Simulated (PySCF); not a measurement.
SMILES F[SiH](F)[SiH2][SiH](Cl)Cl, singlet (CAM-B3LYP/def2-SVP optimised geometry):

```
11

Si    -1.316    -1.881    -1.842
F     -1.601    -0.880    -3.076
F     -2.747    -2.481    -1.382
Si    -0.488    -0.699     0.000
Si    -1.235    -1.879     1.872
Cl    -0.304    -1.205     3.587
Cl    -0.710    -3.853     1.528
H     -0.484    -2.996    -2.344
H      1.000    -0.699     0.000
H     -1.000     0.699     0.000
H     -2.696    -1.828     2.097
```

Calculation: CAM-B3LYP/def2-TZVP in PySCF.

Question: What are the frontier orbital energies and the dipole moment?

Answer: HOMO-2 -10.87 eV, HOMO-1 -10.43 eV, HOMO -9.58 eV, LUMO -0.14 eV, LUMO+1 0.06 eV; dipole moment 1.11 D.

On the same geometry PBE/def2-TZVP (PySCF) gives HOMO-2 -8.11 eV, HOMO-1 -7.76 eV, HOMO -7.11 eV, LUMO -2.06 eV, LUMO+1 -1.87 eV; dipole moment 0.98 D.

Meta-Löwdin charges at CAM-B3LYP/def2-TZVP: Si1 1.14, F2 -0.50, F3 -0.50, Si4 0.09, Si5 0.66, Cl6 -0.29, Cl7 -0.30, H8 -0.11, H9 -0.06, H10 -0.06, H11 -0.08.
